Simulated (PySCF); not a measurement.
## Structure from NMR data

Molecular formula: C6H12OSi. Simulated spectra:

$^{1}$H NMR (400 MHz, computed): δ 6.30 (s, 1H), 5.08 (br s, 1H), 4.99 (s, 3H), 4.88 (br s, 1H), 2.38 (s, 3H), 1.73 (s, 3H).

$^{13}$C{$^{1}$H} NMR (computed): δ 150.6, 144.3, 123.1, 115.9, 28.2, 20.1.

Theory: coordinates at the GFN2-xTB level, σ from GIAO-PBE0/pcSseg-1, in PySCF 2.14 (equivalent nuclei averaged, single conformer, no solvent, non-relativistic Hamiltonian).

Shifts are taken against calculated references (same method and geometry level): $^{1}$H, $^{13}$C vs TMS.

**Question.** What is the structure?

**Answer.** 
- The formula gives 2 degrees of unsaturation (no ring in the answer).
- 6 carbon signals for 6 carbons: no two carbons are equivalent.
- Carbon types of the structure: 2 × C, 1 × CH, 1 × CH2, 2 × CH3, leaving 3 H on heteroatoms.
- δC 150.6: fully substituted alkene carbon; an sp2 carbon of a C=C bond.
- δC 144.3: alkene carbon bearing oxygen; an sp2 carbon further deshielded by the attached heteroatom.
- δC 123.1: β carbon of an enol-ether or enamine type C=C.
- δC 115.9: terminal =CH2 carbon; the olefinic region.
- δC 28.2, 20.1: allylic methyl carbon; a saturated carbon with 1 carbon neighbour and no heteroatom attached.
- δH 6.30: hydrogen on an alkene carbon bearing oxygen; attached to an sp2 carbon and in the plane of the double bond.
- δH 2.38, 1.73: hydrogen on an allylic methyl carbon; allylic position.

The compound is SMILES C=C(C)/C(C)=C\O[SiH3].

The shifts were computed for this structure.

Shifts are as computed. Against solution values, carbons near 30 ppm lie about +3 ppm off and those near 130 ppm about +5 ppm. Of 1309 compounds with measured shifts, 239 miss one by over three times the rms of a fit or turn the order of signals round; such compounds aren't used in these exercises. No couplings were computed; multiplicities are counted from neighbouring protons, with m where these are inequivalent, close in shift, in a saturated or five-membered ring or joined by F or P, and br s for small geminal =CH2 splittings.
